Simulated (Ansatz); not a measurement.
Consider the formal exchange of groups at a B–Br bond: `ClBBr` + `CC(O)(F)F` → `CC(O)(F)BCl` + `FBr`.

Program: Ansatz. Geometries: PBE0-D4/def2-TZVP. ΔE: electronic, gas phase. CCSD(T)/CBS adds triple-zeta CCSD(T) − MP2 to the extrapolated MP2 energy (def2 sets, frozen cores). DFT in def2-TZVPP. B3LYP here is the variant with VWN-RPA as its local correlation; programs differ in this. For Br outer-core shells are correlated without core-valence functions, which leaves a few kJ/mol of doubt a bond. Scalar relativity is left out up to krypton. One conformer a species, not always the lowest.

`ClBBr`:

```xyz
4

Cl    1.366   -0.704    0.719
B    -0.069   -0.127   -0.056
Br   -0.490    1.722   -0.080
H    -0.807   -0.891   -0.583
```

`CC(O)(F)F`:

Cartesian coordinates in Å:
```
C -0.661 0.767 0.249
C 0.184 -0.366 -0.247
O 1.255 -0.569 0.557
F -0.553 -1.513 -0.336
F 0.601 -0.131 -1.526
H -0.066 1.678 0.272
H -1.017 0.540 1.252
H -1.510 0.899 -0.421
H 1.768 -1.305 0.201
```

`CC(O)(F)BCl`:

```xyz
11

C     0.027    0.862    0.809
C     0.269   -0.033   -0.393
O    -0.366    0.419   -1.530
F     1.656   -0.022   -0.622
B    -0.154   -1.529   -0.059
Cl   -1.777   -2.060   -0.330
H     0.410    1.863    0.588
H     0.550    0.489    1.691
H    -1.041    0.925    1.023
H    -0.191    1.362   -1.629
H     0.617   -2.276    0.452
```

`FBr`:

Z-matrix (Å, degrees):
```
F
Br 1 1.753
```

CCSD(T)/CBS gives +3.40 eV.

Task: Another level gave +3.42 eV. Which?
A. r2SCAN-D4/def2-TZVPP
B. PBE0-D4/def2-TZVPP
C. B3LYP/def2-TZVPP
D. PBE-D4/def2-TZVPP

Result: B. PBE0-D4 3.42, PBE-D4 3.23, B3LYP 3.28, r2SCAN-D4 3.48 eV.

Largest T1 diagnostic among the species: 0.012.

In def2-TZVPP, CCSD(T) changes the Hartree–Fock value by −0.27 eV (the triples alone add −0.03 eV) and MP2 by −0.12 eV. From PBE to PBE0 (25 % exact exchange), in def2-TZVPP and without D4, ΔE moves by +0.19 eV. The D4 term adds −0.05 eV with B3LYP and −0.03 eV with PBE0; it sums over pairs of atoms, weighted by their polarisabilities, and B3LYP, whose exchange is more repulsive, gets the larger term.
